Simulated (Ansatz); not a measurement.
Basis-set series for Cl₂FSSi (`F[Si]([S])(Cl)Cl`) radical. The species carries charge 0 and has multiplicity 2. Geometry: relaxed with PBE0-D4/def2-TZVP.

```tsv
functional	basis	functions	energy (Eh)	HOMO (eV)	LUMO (eV)
PBE0-D4	def2-SVP	86	-1706.84592	-8.11	-5.34
PBE0-D4	def2-TZVPP	199	-1707.54014	-8.21	-5.35
ωB97M-V	def2-SVP	86	-1707.40040	-10.28	-3.24
ωB97M-V	def2-TZVPP	199	-1708.09034	-10.41	-3.34
```

Problem. Give the rows for def2-QZVPP. (An estimate is asked.)

Solution. Ansatz gave: 
```
functional       basis  functions  energy (Eh)  HOMO (eV)  LUMO (eV)
   PBE0-D4  def2-QZVPP        337  -1707.59447      -8.25      -5.37
   ωB97M-V  def2-QZVPP        337  -1708.14153     -10.46      -3.39
```

HOMO and LUMO are taken over both spins.
